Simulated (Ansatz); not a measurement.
HfH₄⁻. The state is a doublet with charge -1. Geometry B3LYP-D4/def2-TZVP, that of the neutral singlet; atoms count from 1.

```csv
atom,x (Å),y (Å),z (Å)
Hf1,0.000,0.000,0.000
H2,0.295,1.813,-0.197
H3,-1.787,-0.368,-0.290
H4,0.466,-0.517,1.711
H5,1.026,-0.927,-1.225
```

In the def2 sets Hf takes a core potential; there is no spin–orbit coupling. The highest occupied level of the charge -1 doublet lies above zero (up to 1.63 eV). Energy differences disagree on whether the electron is bound (positive means bound): 0.31 eV (vertical, to the charge 0 singlet, at PBE0-D4/def2-TZVPD), but -0.08 eV at CCSD/def2-TZVPD.

**Question.** Estimate the Mulliken populations from the PBE0/def2-TZVPD orbitals of Ansatz.

**Answer.** 
| atom | charge (e) | spin (α − β) | d electrons |
| --- | --- | --- | --- |
| Hf1 | -0.06 | 1.05 | 2.33 |
| H2 | -0.24 | -0.01 | – |
| H3 | -0.24 | -0.01 | – |
| H4 | -0.24 | -0.01 | – |
| H5 | -0.24 | -0.01 | – |
Mulliken values and Mayer orders depend strongly on the basis. With diffuse functions, as here, like atoms can get unlike values, and bond orders can come out too low or too high.

**Question.** Where does the spin sit?

**Answer.** Summed by element: Hf 1.05, H -0.05, of 1 unpaired in all. Largest on single atoms: Hf1 1.05, H5 -0.01, H3 -0.01.
